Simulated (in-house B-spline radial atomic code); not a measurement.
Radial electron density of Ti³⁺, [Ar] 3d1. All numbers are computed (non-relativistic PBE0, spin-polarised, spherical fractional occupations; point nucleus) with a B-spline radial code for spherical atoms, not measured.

Caution: exact exchange at fractional occupations of open shells leaves self-interaction of up to several eV.

Columns: r (bohr), 4πr²n(r) (electrons per bohr), bar.

```
 0.00269   0.5765 #
 0.00323   0.8116 #
 0.00387    1.133 ##
 0.00463    1.568 ###
 0.00555    2.164 ###
 0.00665     2.96 #####
 0.00797    4.012 ######
 0.00955    5.374 #########
  0.0114     7.06 ###########
  0.0137    9.218 ###############
  0.0164    11.74 ###################
  0.0197    14.66 #######################
  0.0236    17.76 ############################
  0.0283    20.83 #################################
  0.0339    23.49 #####################################
  0.0406    25.34 ########################################
  0.0487    26.02 ##########################################
  0.0583    25.36 ########################################
  0.0699    23.55 ######################################
  0.0838    21.32 ##################################
     0.1    19.75 ################################
    0.12    19.74 ###############################
   0.144    21.74 ###################################
   0.173    24.98 ########################################
   0.207    27.56 ############################################
   0.248    27.58 ############################################
   0.297    24.08 ######################################
   0.356    17.99 #############################
   0.427    11.86 ###################
   0.512    8.278 #############
   0.613    7.931 #############
   0.735    9.308 ###############
   0.881    10.06 ################
    1.06    8.859 ##############
    1.26    6.361 ##########
    1.52    3.496 ######
    1.82    1.556 ##
    2.18   0.5533 #
    2.61   0.1613 
    3.12  0.04017 
    3.74  0.00821 
    4.49 0.001271
```

On this grid the curve has 3 maxima, near 0.0487, 0.248, 0.881 bohr.

The 3p down radial function P(r) = rR(r), positive near the nucleus:

| r (bohr) | P |
| --- | --- |
| 0.00323 | 0.001192 |
| 0.00463 | 0.002411 |
| 0.00665 | 0.004864 |
| 0.00955 | 0.009718 |
| 0.0137 | 0.01911 |
| 0.0197 | 0.03701 |
| 0.0283 | 0.06957 |
| 0.0406 | 0.1254 |
| 0.0583 | 0.2137 |
| 0.0838 | 0.3359 |
| 0.12 | 0.4661 |
| 0.173 | 0.5366 |
| 0.248 | 0.4286 |
| 0.356 | 0.05299 |
| 0.512 | -0.518 |
| 0.735 | -0.9756 |
| 1.06 | -0.9988 |
| 1.52 | -0.6293 |
| 2.18 | -0.2336 |
| 3.12 | -0.0439 |
| 4.49 | -0.002999 |
